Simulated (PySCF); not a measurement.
CdTe (SMILES [Cd]=[Te]), singlet, geometry from GFN2-xTB (such geometries of metal compounds can be far from the true shape) (core potentials on Cd, Te). Base run: PySCF with HF/def2-SVPD, polarisability.

Here is a job for PySCF.
```python
from pyscf import gto, scf
from pyscf.prop import polarizability

mol = gto.Mole()
mol.atom = '''
    Cd   -0.000000   -0.000000   -1.302979
    Te    0.000000    0.000000    1.202750
'''
mol.basis = 'def2-svpd'
mol.ecp = {'Cd': 'def2-svpd', 'Te': 'def2-svpd'}
mol.charge = 0
mol.spin = 0
mol.verbose = 3
mol.build()

mf = scf.RHF(mol)
mf.kernel()
alpha = mf.Polarizability().polarizability()[2, 2]
print('alpha_zz =', alpha)
```

Variants of this job, named by their change:

```csv
change,alpha_zz (bohr³),basis functions
base,139.78,69
finite field (a.u.) = 0.001; conv_tol = 1e-11,139.78,69
functional = pbe0,125.37,69
basis = def2-TZVP,138.40,90
finite field (a.u.) = 2e-4; conv_tol = 1e-11,139.78,69
basis = def2-TZVPD,140.63,99
finite field (a.u.) = 0.005; conv_tol = 1e-11,139.86,69
functional = pbe,124.05,69
finite field (a.u.) = 0.001; conv_tol = 1e-6,139.52,69
basis = def2-SVP,131.20,57
finite field (a.u.) = 0.02; conv_tol = 1e-11,141.00,69
finite field (a.u.) = 0.05; conv_tol = 1e-11,173.34,69
```

Finite-field rows take the second difference of the energy in a field along z; a small field with loose convergence shows SCF noise divided by the square of the field, and a large one adds hyperpolarisability.
